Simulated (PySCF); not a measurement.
A GIAO shielding run with PySCF 2.14.0 with density-fitted response routines (density fitting, non-relativistic, gas phase) on `O1[Si@@H](CC)O[Si@@H](N)O[SiH2]1`, C$_{2}$H$_{11}$NO$_{3}$Si$_{3}$:

```
$ OMP_NUM_THREADS=1 python probes_run.py task.json out

{"job": {"kind": "nmr", "xc": "PBE0", "basis": "pcSseg-1"}, "charge": 0, "multiplicity": 1}
C     -3.217389     0.128756    -0.107249
C     -1.953607    -0.717992    -0.198490
Si    -0.591952    -0.068768     0.939004
O     -0.186745     1.443945     0.490899
Si     1.245345     2.072948     0.052443
O      2.386943     0.927191     0.153926
Si     2.257592    -0.642502     0.554500
N      2.751105    -1.545829    -0.817981
O      0.707036    -1.039509     0.825547
H     -3.610994     0.110755     0.905896
H     -3.988657    -0.240609    -0.781462
H     -2.997801     1.161636    -0.363748
H     -1.609630    -0.738516    -1.234920
H     -2.192401    -1.746489     0.071915
H     -0.913765     0.018791     2.361399
H      1.580811     3.085433     1.041264
H      1.132771     2.461067    -1.344976
H      2.948215    -0.783061     1.829488
H      2.596535    -2.540035    -0.804011
H      3.651439    -1.336535    -1.215265
```

Hardware: 1 thread of an Arm Neoverse N1, shared host. The job also computes population analyses, field gradients, ring-centre shieldings.

Problem. How large is the calculation?

Solution. 96 electrons, 229 basis functions and 1258 auxiliary functions.

Problem. How long does it take, and how much memory does it need?

Solution. 92 s of wall time, with 13 SCF cycles and 4 response iterations; peak memory 1.1 GiB. Times on a shared host scatter by some tens of per cent.
